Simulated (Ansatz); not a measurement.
Coupled-cluster diagnostics for Al(PH3)Cl3 (AlPH₃Cl₃), Ansatz.

Geometry of the singlet (PBE-D4/def2-SVP):

Cartesian coordinates in Å:
```
Al 1.001 0.780 0.519
P -0.817 -0.634 -0.421
H -1.431 -1.594 0.438
H -0.500 -1.470 -1.534
H -1.980 0.019 -0.930
Cl 2.328 -0.764 1.127
Cl -0.101 1.786 2.032
Cl 1.499 1.876 -1.232
```

Correlated methods freeze 25 core orbitals.

Estimate the CCSD(T) correlation energy, the shares of MP2 and (T), T1 and the reference's ⟨S²⟩ for: charge 0, singlet, own geometry in def2-TZVPP; and the rough time on 2 threads of AMD EPYC 7R13 on a shared host and a share (18 GiB) of an NVIDIA H100 80GB HBM3.


| state | basis | correlation (eV) | MP2 share (%) | (T) share (%) | T1 | ⟨S²⟩ (pure) | wall time |
| --- | --- | --- | --- | --- | --- | --- | --- |
| charge 0, singlet, own geometry | def2-TZVPP | -24.878 | 88.0 | 4.0 | 0.010 | 0.00 (0.00) | 3.4 s |
Customary marks for T1 are 0.02 (closed shells), 0.045 (open shells) and about 0.05 (3d metals). T1 stays under 0.02 throughout.
